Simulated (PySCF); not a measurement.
SZn, SMILES [S]=[Zn].

The structure is a stationary point at PBE0-D3(BJ)/def2-TZVP.

These are CAM-B3LYP/def2-TZVPD (PySCF) values and carry that method's errors.

Problem. Estimate the frontier levels, gap, dipole moment and polarisability. (The exact figures need the calculation; the answer reports its results.)

Solution. 
* **highest occupied level**: -7.81 eV
* **lowest empty level**: -3.34 eV
* **orbital gap**: 4.47 eV
* **dipole moment**: 5.66 D
* **quadrupole, principal values (traceless, Buckingham form, about the centre of nuclear charge)**: -2.20, -2.20, 4.40 D·Å
* **mean static polarisability**: 59.3 bohr³ (8.79 Å³)
* **polarisability, principal values**: 48.8, 48.8, 80.4 bohr³
